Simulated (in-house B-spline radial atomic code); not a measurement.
LDA VWN5 excitations of Al+

Method: LDA VWN5. Computed with a B-spline radial code for spherical atoms: linear response of the closed shell [Ne] 3s2 with the functional's adiabatic kernel; non-relativistic, point nucleus, no spin-orbit coupling, no double excitations, S, P, D and F terms only.

Command:
```bash
python run_td.py task.json out
```
Settings (radii: box in bohr, nucleus in fm):
```
Z                        13
electrons                12
configuration            [Ne] 3s2
hamiltonian              nr
method                   lda,vwn
box_radius               41.61
intervals                54
```

Run time, properties included: 0.3 s on 1 thread of Arm Neoverse N1 (shared host).

The lowest states, in the order of their Tamm-Dancoff energies; the method's threshold (minus the highest occupied level) is 14.890 eV. Labels give the largest channel, * marks a mixed state, and oscillator strengths are full-response dipole values. Measured ¹D terms are left out, since they can mix with doubly excited terms. Semilocal kernels can invert the small singlet-triplet splittings of Rydberg terms. Energies in eV:

```csv
state,full response,Tamm-Dancoff,oscillator strength,measured (J-weighted term)
3s → 3p 3P,4.650,4.763,-,4.651
3s → 3p 1P,7.473,7.835,1.74,7.421
3s → 4s 3S,10.983,10.988,-,11.317
3s → 3d 3D,11.253,11.274,-,11.847
3s → 4s 1S,11.340,11.356,-,11.822
3s → 3d 1D,11.634,11.640,-,-
3s → 4p 3P,12.336,12.342,-,13.075
3s → 4p 1P,12.489,12.531,0.00581,13.257
3s → 5s 3S,?,?,-,?
3s → 5s 1S,?,?,-,?
```

(1) Where does 3s → 5s 1S lie?

(2) Where does 3s → 5s 3S lie?

(3) How large is the singlet-triplet splitting of 3s → 3p (P terms) in Tamm-Dancoff?

(4) What polarisabilities and dispersion coefficient does the method give?

Answers

(1) At 13.433 eV in full response, 13.436 eV in Tamm-Dancoff; measured 15.048 eV.

(2) At 13.357 eV in full response, 13.358 eV in Tamm-Dancoff; measured 14.890 eV.

(3) 3.07 eV, from the unrounded values.

(4) Dipole 23.47 bohr³, quadrupole 126.3 bohr⁵, C6 117 hartree·bohr⁶ for two such species.
